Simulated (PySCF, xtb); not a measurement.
BeCl, SMILES [Be+][Cl], charge +1.

GFN2-xTB (xtb) at its own geometry gives an orbital gap of 3.57 eV.

Geometry optimised at B3LYP-D3(BJ)/def2-TZVPD. The multiplicity is an assumed one; other spin states were not compared.

### Question
What does M06-2X/def2-TZVPD (PySCF) give? (Estimate from the structure and the level; the computed values follow.)

### Answer
gap 7.17 eV (levels -17.37 and -10.21 eV).
